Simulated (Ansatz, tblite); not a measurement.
Cost and result up the ladder for 1-butyl-3-methylimidazolium, `CCCCn1cc[n+](C)c1` (25 atoms). Total charge 1; singlet. Geometry: PBE0-D4/def2-SVP.

```tsv
atom	x (Å)	y (Å)	z (Å)
C1	-0.9190	-3.1464	1.3420
C2	-0.4767	-2.1882	0.2475
C3	0.9363	-1.6615	0.4596
C4	1.4394	-0.7355	-0.6368
N5	0.6454	0.4946	-0.7528
C6	-0.2941	0.7668	-1.7155
C7	-0.8254	1.9899	-1.4260
N8	-0.1995	2.4384	-0.2880
C9	-0.4395	3.7179	0.3628
C10	0.6834	1.5176	0.1007
H11	-0.2558	-4.0240	1.3975
H12	-1.9399	-3.5133	1.1621
H13	-0.9097	-2.6600	2.3306
H14	-0.5287	-2.6938	-0.7337
H15	-1.1867	-1.3427	0.1919
H16	1.0117	-1.1506	1.4368
H17	1.6479	-2.5027	0.5123
H18	2.4853	-0.4395	-0.4696
H19	1.3939	-1.2241	-1.6206
H20	-0.5118	0.0765	-2.5273
H21	-1.5903	2.5695	-1.9380
H22	0.1052	3.7482	1.3138
H23	-1.5132	3.8330	0.5615
H24	-0.0918	4.5371	-0.2815
H25	1.3335	1.5928	0.9708
```

Ansatz on 4 threads of Arm Neoverse N1 on a shared host; xTB runs through tblite on one thread. Times are rough, summed over both states, and most runs start from the orbitals of an earlier one. PBE0-D4/def2-TZVP serves as the yardstick here, not as an exact answer. The other state is a triplet.

The xTB rows come from tblite.

xTB has no spin-polarisation term.

```json
{"level": "GFN2-xTB", "functions": "55", "wall time": "0.04 s", "vertical triplet (eV)": "5.01", "difference from PBE0-D4/def2-TZVP (eV)": "0.43"}
{"level": "GFN1-xTB", "functions": "70", "wall time": "0.059 s", "vertical triplet (eV)": "4.88", "difference from PBE0-D4/def2-TZVP (eV)": "0.29"}
{"level": "PBE-D4/def2-TZVP", "functions": "400", "wall time": "36 s", "vertical triplet (eV)": "4.65", "difference from PBE0-D4/def2-TZVP (eV)": "0.07"}
{"level": "PBE0-D4/def2-TZVP", "functions": "400", "wall time": "1.8 min", "vertical triplet (eV)": "4.58", "difference from PBE0-D4/def2-TZVP (eV)": "0.00"}
```
